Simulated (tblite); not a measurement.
Compound: 2-fluoropyrimidine, C4H3FN2.
SMILES with atom numbers: `[F:1][c:2]1[n:3][cH:4][cH:5][cH:6][n:7]1` (hydrogens: H8 on C4; H9 on C5; H10 on C6)

Computed with GFN2-xTB (tblite), gas phase: Langevin dynamics at 400 K from the optimised GFN2-xTB geometry, time step 0.5 fs, friction 0.01 fs⁻¹, 2000 steps.

Start geometry:
```
atom  x, y, z in Å
F1      2.792   -0.042   -0.166
C2      1.469   -0.022   -0.089
N3      0.874   -1.194   -0.088
C4     -0.447   -1.171   -0.011
C5     -1.159    0.018    0.065
C6     -0.407    1.185    0.056
N7      0.914    1.168   -0.022
H8     -0.933   -2.138   -0.010
H9     -2.233    0.035    0.129
H10    -0.860    2.166    0.112
```

The statistics below take the 31 frames saved every 25 fs from 250 to 1000 fs; their kinetic temperature (all 3N coordinates) averages 410 K.

**Question.** How do the bond lengths spread?

**Answer.** 
```tsv
bond	start (Å)	mean (Å)	standard deviation (Å)	shortest (Å)	longest (Å)
F1–C2	1.325	1.339	0.029	1.283	1.403
C2–N3	1.315	1.321	0.024	1.278	1.371
N3–C4	1.324	1.321	0.030	1.253	1.393
C4–C5	1.388	1.391	0.025	1.348	1.444
C5–C6	1.388	1.388	0.035	1.323	1.459
C6–N7	1.323	1.328	0.032	1.281	1.407
C2–N7	1.315	1.315	0.024	1.267	1.375
C4–H8	1.082	1.089	0.020	1.057	1.142
C5–H9	1.077	1.080	0.037	1.023	1.164
C6–H10	1.082	1.088	0.040	1.014	1.164
```

**Question.** Give the same statistics for bond angles, one of each kind among heavy atoms.

**Answer.** 
| angle | start (°) | mean (°) | standard deviation (°) | smallest (°) | largest (°) |
| --- | --- | --- | --- | --- | --- |
| F1–C2–N3 | 116.0 | 115.7 | 4.8 | 105.8 | 124.9 |
| N3–C2–N7 | 128.0 | 128.0 | 2.8 | 121.6 | 135.5 |
| C2–N3–C4 | 115.9 | 115.6 | 3.0 | 110.6 | 122.1 |
| N3–C4–C5 | 122.0 | 121.9 | 2.9 | 116.1 | 129.9 |
| C4–C5–C6 | 116.3 | 115.9 | 2.6 | 109.4 | 122.5 |

**Question.** How far does each atom move about its mean position (frames aligned on the start, all atoms weighted alike), and what rms force does it feel?

**Answer.** 
```
atom  rms displacement (Å)  rms force (eV/Å)
  F1                  0.12              1.32
  C2                  0.06              1.79
  N3                  0.08              1.86
  C4                  0.06              1.95
  C5                  0.07              2.13
  C6                  0.07              2.54
  N7                  0.08              1.81
  H8                  0.11              0.70
  H9                  0.15              1.28
 H10                  0.12              1.35
```

The displacements run from 0.06 to 0.15 Å, the largest at H9.

**Question.** How widely does the potential energy scatter, against a harmonic estimate?

**Answer.** Mean 0.40 eV above the start, standard deviation 0.120 eV, range 0.22 to 0.66 eV. For 24 classical harmonic modes at 400 K the canonical values are 24kT/2 = 0.41 eV and kT·√(24/2) = 0.119 eV.

The run is classical and short, so these are rough statistics of one trajectory.

The cost below is that of the whole dynamics run. The run took 4.1 s wall on AMD EPYC 9B45, one thread, shared host with 96 logical CPUs at a one-minute load of 10, and the process peaked at 0.18 GiB of memory.
